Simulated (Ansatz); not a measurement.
Molecule: C$_{2}$H$_{7}$O$_{2}$Si, net charge 0, doublet state. It need not be the lowest isomer of its formula. SMILES: O[Si](C)([CH2])O
Geometry from a B3LYP-D3(BJ)/def2-TZVP (Ansatz, a first-principles code) optimisation:
```xyz
12

C      1.6341    -0.7810    -0.4188
Si     0.0308     0.0060     0.0149
C     -1.4217    -0.6829    -0.9220
O     -0.1061    -0.2426     1.6449
O      0.0226     1.6190    -0.3607
H      2.2329    -1.3268     0.3013
H      2.0457    -0.7509    -1.4220
H     -1.5560    -1.7450    -0.7106
H     -1.2805    -0.5636    -1.9980
H     -2.3417    -0.1595    -0.6500
H     -0.8957     0.0880     2.0803
H      0.7585     2.1464    -0.0386
```
Charge 0, spin multiplicity 2.

Atomisation energy built up term by term with Ansatz (kcal/mol; UHF references for open shells; valence terms freeze the core; atomic spin-orbit terms are left out). Basis-set limits of correlation are two-point, X^-3; Hartree-Fock from the larger set.

```
term                                            basis  kcal/mol
-----------------------  ----------------------------  --------
Hartree-Fock                              cc-pV(Q+d)Z         …
CCSD correlation         CBS(cc-pV(T+d)Z,cc-pV(Q+d)Z)         …
(T)                      CBS(cc-pV(T+d)Z,cc-pV(Q+d)Z)     16.01
core correlation                            cc-pwCVTZ      3.05
scalar relativity (X2C)    cc-pVTZ-DK against cc-pVTZ     -1.73
sum: De                                                       …
```

Task: Complete the blanks.

Result: 
- Hartree-Fock, kcal/mol: 824.37
- CCSD correlation, kcal/mol: 273.88
- sum: De, kcal/mol: 1115.6
